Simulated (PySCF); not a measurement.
Al(H)(Me)(OiPr), SMILES [CH3][AlH][O]C(C)C (C4H11AlO) (GFN2-xTB optimised geometry):

```
17

Al    -1.219     0.066     0.000
H     -1.825     1.475     0.000
C     -2.340    -1.583     0.023
H     -3.408    -1.353     0.022
H     -2.147    -2.203     0.906
H     -2.149    -2.224    -0.844
O      0.426     0.066     0.000
C      1.820     0.096    -0.099
C      2.257     1.326    -0.892
C      2.322    -1.188    -0.755
H      2.230     0.162     0.920
H      1.859     1.268    -1.903
H      3.341     1.384    -0.936
H      1.868     2.224    -0.419
H      1.992    -2.050    -0.180
H      1.916    -1.267    -1.761
H      3.408    -1.188    -0.806
```

Computed with B3LYP/def2-SVP run with PySCF 2.14.0.

Question: What are the frontier orbital energies and the dipole moment?

Answer: HOMO-2 -8.16 eV, HOMO-1 -7.78 eV, HOMO -7.01 eV, LUMO -0.43 eV, LUMO+1 0.62 eV; dipole moment 1.12 D.

On the same geometry PBE/def2-SVP (PySCF) gives HOMO-2 -6.98 eV, HOMO-1 -6.55 eV, HOMO -5.85 eV, LUMO -1.00 eV, LUMO+1 0.10 eV; dipole moment 1.16 D.

Meta-Löwdin charges at B3LYP/def2-SVP: Al1 0.81, H2 -0.19, C3 -0.59, H4 0.11, H5 0.11, H6 0.11, O7 -0.60, C8 0.19, C9 -0.29, C10 -0.29, H11 0.08, H12 0.09, H13 0.09, H14 0.10, H15 0.10, H16 0.09, H17 0.09.
